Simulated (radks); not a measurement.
Problem. The gallium ion Ga1.25+, 29.75 electrons, occupied as [Ar] 3d10 4s(up 1, down 0.75) (fractional occupations, a model configuration). Calculated with a radial shooting solver on a logarithmic mesh with Libxc functionals: scalar-relativistic Kohn-Sham, PBE, spin-polarised, spherical densities, finite nucleus; Fermi nuclear charge, rms radius 3.9973 fm. Some entries of the table are withheld. Estimate them.

| orbital | occ. | eigenvalue (hartree) | <r^2> (bohr^2) | <1/r> (bohr^-1) |
|---|---|---|---|---|
| 1s up | 1 | -376.3538 | 0.003178 | 31.30 |
| 1s down | 1 | -376.3533 | 0.003178 | 31.30 |
| 2s up | 1 | -46.79809 | 0.05597 | 6.846 |
| 2s down | 1 | -46.79798 | 0.05597 | 6.846 |
| 2p up | 3 | -40.79103 | 0.04458 | 6.714 |
| 2p down | 3 | -40.79084 | 0.04458 | 6.714 |
| 3s up | 1 | -5.85396 | (1) | 2.184 |
| 3s down | 1 | -5.85344 | (2) | 2.184 |
| 3p up | 3 | -4.04377 | 0.5444 | 2.030 |
| 3p down | 3 | -4.04305 | 0.5440 | 2.030 |
| 3d up | 5 | -1.11378 | 0.8482 | 1.652 |
| 3d down | 5 | -1.11184 | 0.8431 | 1.654 |
| 4s up | 1 | -0.69208 | (3) | 0.5980 |
| 4s down | 0.75 | -0.68105 | (4) | 0.5975 |

Solution. 
(1) 3s up <r^2> (bohr^2): 0.4908
(2) 3s down <r^2> (bohr^2): 0.4907
(3) 4s up <r^2> (bohr^2): 5.428
(4) 4s down <r^2> (bohr^2): 5.452
